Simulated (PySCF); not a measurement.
1-bromo-1-chlorocyclopropane (C₃H₄BrCl), SMILES C1C(Cl)(C1)Br. Geometry optimised at PBE-D3(BJ)/def2-SVP.

Computed equilibrium geometry at PBE-D3(BJ)/def2-SVP (PySCF confirms it by a frequency run) as a Z-matrix, and its point group:
point group Cs.
```
C
C 1 1.5003
H 2 1.1007 1 117.49
H 2 1.1010 3 115.18 1 143.40
C 1 1.5003 2 61.01 3 -108.40
H 5 1.1007 1 117.49 2 108.40
H 5 1.1010 6 115.18 1 -143.40
Cl 1 1.7711 2 118.45 3 142.99
Br 1 1.9405 2 118.23 3 0.04
```
Charge 0, spin multiplicity 1.
